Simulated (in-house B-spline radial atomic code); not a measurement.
Nb⁸⁺. Computed with a B-spline radial atomic code. Model: all-electron spherical atom, spin shells full or empty, radial basis limit, no spin-orbit coupling, Breit or QED, empty-state partial waves extrapolated as (l+1/2)^-4, RPA, G0W0 and static COHSEX of the highest shell as one setting changes (uncorrelated shells keep exact exchange).

Given: element Nb; charge 8; filled core Ar; hamiltonian one-electron scalar X2C; mean-field start Hartree-Fock; highest l of empty states 9; nuclear rms radius 4.324 fm; highest mean-field shell 4p up.

Shell: 3d 5 5, 4s 1 1, 4p 3 0 (electrons up and down).

| lowest nl shells left uncorrelated | RPA correlation energy (hartree) | G0W0 level (eV) | G0W0 minus most complete (meV) | COHSEX level (eV) | linearised minus solved G0W0 (meV) |
| --- | --- | --- | --- | --- | --- |
| 0 | -2.3575 | -161.4 | 0 | -163.43 | 0 |
| 1 | ? | ? | ? | ? | ? |
| 2 | -2.0167 | -161.4 | 3.5 | -163.43 | 0 |
| 3 | -1.5059 | -161.38 | 19.3 | -163.4 | 0 |
| 4 | -1.3402 | -161.39 | 13.4 | -163.4 | 0 |
| 5 | -0.85914 | -161.45 | -49.3 | -163.48 | 0 |
| 6 | ? | ? | ? | ? | ? |
| 7 | -0.065253 | -161.31 | 89 | -162.57 | 0 |

Problem. What follows for lowest nl shells left uncorrelated = 6?

Solution. RPA correlation energy -0.18238 hartree; G0W0 level -161.08 eV; G0W0 minus most complete 318.2 meV; COHSEX level -162.8 eV; linearised minus solved G0W0 0 meV.

Problem. What follows for lowest nl shells left uncorrelated = 1?

Solution. RPA correlation energy -2.1974 hartree; G0W0 level -161.4 eV; G0W0 minus most complete 2.3 meV; COHSEX level -163.43 eV; linearised minus solved G0W0 0 meV.
